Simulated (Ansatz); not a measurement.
Consider the isomerisation: `[CH3][InH][CH2]F` → `C[CH2][InH][F]`.

Computed with Ansatz on PBE0-D4/def2-TZVP structures; ΔE is electronic, products minus reactants. CCSD(T)/CBS adds triple-zeta CCSD(T) − MP2 to the extrapolated MP2 energy (def2 sets, frozen cores). DFT in def2-TZVPP. B3LYP here is the variant with VWN-RPA as its local correlation; programs differ in this. Elements past krypton have def2 core potentials. For In outer-core shells are correlated without core-valence functions, which leaves a few kJ/mol of doubt a bond. One conformer a species, not always the lowest.

```
             level  ΔE (kJ/mol)  difference from CCSD(T)/CBS
            PBE-D4       -156.5                         10.5
         r2SCAN-D4       -162.8                          4.2
           PBE0-D4       -156.3                         10.7
          B3LYP-D4       -158.5                          8.5
            B2PLYP       -161.4                          5.6
               PBE       -155.3                         11.7
             B3LYP       -156.5                         10.5
     HF/def2-TZVPP       -157.3                          9.7
    MP2/def2-TZVPP       -165.7                          1.3
SCS-MP2/def2-TZVPP       -163.1                          3.9
CCSD(T)/def2-TZVPP       -157.0                         10.0
     HF/def2-QZVPP       -159.4                          7.6
    MP2/def2-QZVPP       -172.2                         -5.2
SCS-MP2/def2-QZVPP       -169.4                         -2.4
      HF/CBS(def2)       -159.6                          7.4
     MP2/CBS(def2)       -175.8                         -8.8
       CCSD(T)/CBS       -167.0                            0
```

Largest T1 diagnostic among the species: 0.014.
